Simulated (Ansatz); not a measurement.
Consider the homolysis of the Si–Si bond: `CO[Si@@H](N)[Si@@H](N)OC` → 2 `CO[SiH]N`•.

Computed with Ansatz on PBE0-D4/def2-TZVP structures; ΔE is electronic, products minus reactants. CCSD(T)/CBS adds triple-zeta CCSD(T) − MP2 to the extrapolated MP2 energy (def2 sets, frozen cores). Functionals use def2-TZVPP. B3LYP here is the variant with VWN-RPA as its local correlation; programs differ in this. Open shells (•) are unrestricted, without spin–orbit coupling. Each species was taken in one conformer, which may not be the lowest.

(1) What is ΔE at CCSD(T)/CBS? (Best estimate.)

(2) What do these levels give: revPBE-D4, PBE0-D4, B3LYP-D4, r2SCAN0-D4, BHLYP-D4, ωB97X-V, PBE-QIDH, revPBE, LC-ωPBE, RPA@PBE/def2-TZVPP, HF/def2-SVP, CCSD(T)/def2-TZVPP? (Estimate.)

Largest T1 diagnostic among the species: 0.014.

## Answers

(1) Computed: +81.3 kcal/mol.

(2) The calculation gave: revPBE-D4 73.5, PBE0-D4 77.4, B3LYP-D4 76.2, r2SCAN0-D4 74.3, BHLYP-D4 78.5, ωB97X-V 82.1, PBE-QIDH 78.6, revPBE 66.7, LC-ωPBE 75.3, RPA@PBE/def2-TZVPP 75.8, HF/def2-SVP 61.7, CCSD(T)/def2-TZVPP 80.0 kcal/mol.

From PBE to PBE0 (25 % exact exchange), in def2-TZVPP and without D4, ΔE moves by +2.3 kcal/mol. In def2-TZVPP, CCSD(T) changes the Hartree–Fock value by +22.3 kcal/mol (the triples alone add +1.7 kcal/mol) and MP2 by +22.5 kcal/mol; breaking electron pairs costs correlation energy, which Hartree–Fock lacks. At CCSD(T), def2-SVP lies −2.7 kcal/mol from the extrapolated value and def2-TZVPP −1.3 kcal/mol: correlation converges slowly with the basis, and small sets miss more of it in the bonded molecule than in its fragments.
